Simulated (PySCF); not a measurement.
CH$_{3}$O$_{2}$ (SMILES O=C[OH2+]), charge +1, singlet, geometry from GFN2-xTB; CCSD/6-31G run with PySCF.

Input for PySCF:
```python
from pyscf import gto, scf, cc

mol = gto.M(
    atom='''
O    -0.996704   -0.486791   -0.020502
C     0.162609    0.529378   -0.007031
O     1.224370    0.115755    0.112384
H    -0.703626   -1.428893   -0.052034
H    -0.301851    1.512574   -0.077054
H    -1.791505   -0.291660   -0.563782
''',
    basis='6-31g',
    charge=1,
    spin=0,
    verbose=4,
)

mf = scf.RHF(mol)
mf.kernel()

mycc = cc.CCSD(mf)
mycc.iterative_damping = 0.8
mycc.kernel()
print('E(CCSD) = %.10f' % mycc.e_tot)
mf.analyze()
```

Predict the main parts of the log of this PySCF run.


```
PySCF version 2.14.0

[INPUT] verbose = 4
[INPUT] num. atoms = 6
[INPUT] num. electrons = 24
[INPUT] charge = 1
[INPUT] spin (= nelec alpha-beta = 2S) = 0
[INPUT] symmetry False subgroup None
[INPUT] Mole.unit = angstrom
[INPUT] Symbol           X                Y                Z      unit          X                Y                Z       unit  Magmom
[...]
nuclear repulsion = 75.605060208427
number of shells = 21
number of NR pGTOs = 78
number of NR cGTOs = 33
basis = 6-31g
ecp = {}

******** <class 'pyscf.scf.hf.RHF'> ********
method = RHF
initial guess = minao
damping factor = 0
level_shift factor = 0
DIIS = <class 'pyscf.scf.diis.CDIIS'>
diis_start_cycle = 1
diis_space = 8
diis_damp = 0
SCF conv_tol = 1e-09
SCF conv_tol_grad = None
SCF max_cycles = 50
direct_scf = True
direct_scf_tol = 1e-13
Set gradient conv threshold to 3.16228e-05
Initial guess from minao.
init E= -189.744090823654
[...]
cycle= 1 E= -188.77088463904  delta_E= 0.973  |g|= 0.735  |ddm|= 2.17
[...]
cycle= 2 E= -188.834975538792  delta_E= -0.0641  |g|= 0.686  |ddm|= 1.15
[...]
cycle= 3 E= -188.921461092163  delta_E= -0.0865  |g|= 0.0599  |ddm|= 0.484
[...]
cycle= 4 E= -188.92312539656  delta_E= -0.00166  |g|= 0.0267  |ddm|= 0.0797
[...]
cycle= 5 E= -188.923539640484  delta_E= -0.000414  |g|= 0.0131  |ddm|= 0.0409
[...]
cycle= 6 E= -188.923666300916  delta_E= -0.000127  |g|= 0.00611  |ddm|= 0.0257
[...]
cycle= 7 E= -188.92370289391  delta_E= -3.66e-05  |g|= 0.00121  |ddm|= 0.0199
[...]
cycle= 8 E= -188.923703751673  delta_E= -8.58e-07  |g|= 0.000141  |ddm|= 0.00292
[...]
cycle= 9 E= -188.923703766318  delta_E= -1.46e-08  |g|= 4.32e-05  |ddm|= 0.000269
[...]
cycle= 10 E= -188.92370376834  delta_E= -2.02e-09  |g|= 1.63e-05  |ddm|= 0.000101
[...]
cycle= 11 E= -188.923703768735  delta_E= -3.96e-10  |g|= 6.89e-06  |ddm|= 4.94e-05
[...]
Extra cycle  E= -188.923703768778  delta_E= -4.29e-11  |g|= 4.61e-06  |ddm|= 1.13e-05
converged SCF energy = -188.923703768778

******** <class 'pyscf.cc.ccsd.CCSD'> ********
CC2 = 0
CCSD nocc = 12, nmo = 33
max_cycle = 50
direct = 0
conv_tol = 1e-07
conv_tol_normt = 1e-05
diis_space = 6
diis_start_cycle = 0
diis_start_energy_diff = 1e+09
Init t2, MP2 energy = -189.274200037225  E_corr(MP2) -0.350496268446423
Init E_corr(CCSD) = -0.350496268458411
cycle = 1  E_corr(CCSD) = -0.340691042711944  dE = 0.00980522575  norm(t1,t2) = 0.068496
cycle = 2  E_corr(CCSD) = -0.348295580093331  dE = -0.00760453738  norm(t1,t2) = 0.0233167
cycle = 3  E_corr(CCSD) = -0.354958352087025  dE = -0.00666277199  norm(t1,t2) = 0.0137578
cycle = 4  E_corr(CCSD) = -0.356445887727802  dE = -0.00148753564  norm(t1,t2) = 0.00356762
cycle = 5  E_corr(CCSD) = -0.356222775488781  dE = 0.000223112239  norm(t1,t2) = 0.00136731
cycle = 6  E_corr(CCSD) = -0.356196818531766  dE = 2.5956957e-05  norm(t1,t2) = 0.00036933
cycle = 7  E_corr(CCSD) = -0.356198227461266  dE = -1.4089295e-06  norm(t1,t2) = 0.000138763
cycle = 8  E_corr(CCSD) = -0.356200636457588  dE = -2.40899632e-06  norm(t1,t2) = 5.29048e-05
cycle = 9  E_corr(CCSD) = -0.356200401340949  dE = 2.35116639e-07  norm(t1,t2) = 2.14694e-05
cycle = 10  E_corr(CCSD) = -0.356200359928347  dE = 4.14126026e-08  norm(t1,t2) = 8.06961e-06
CCSD converged
E(CCSD) = -189.2799041287065  E_corr = -0.3562003599283468
E(CCSD) = -189.2799041287
**** SCF Summaries ****
Total Energy =                        -188.923703768778182
Nuclear Repulsion Energy =              75.605060208426963
One-electron Energy =                 -401.326585090897822
Two-electron Energy =                  136.797821113692720
Two-electron Coulomb Energy =          159.129038896243259
DFT Exchange-Correlation Energy =      -22.331217782550539
HOMO-LUMO gap [eV] =                    17.837281248921784
**** MO energy ****
[...]
 ** Mulliken pop on meta-lowdin orthogonal AOs  **
 ** Mulliken pop  **
[...]
 ** Mulliken atomic charges  **
charge of    0O =     -0.38020
charge of    1C =      0.50298
charge of    2O =     -0.19991
charge of    3H =      0.43263
charge of    4H =      0.21343
charge of    5H =      0.43106

WARN: System has nonzero charge 1; the dipole moment is origin-dependent.
Location of origin: [0. 0. 0.]

Dipole moment(X, Y, Z, Debye): -5.00261, -0.26219, -1.88372
```
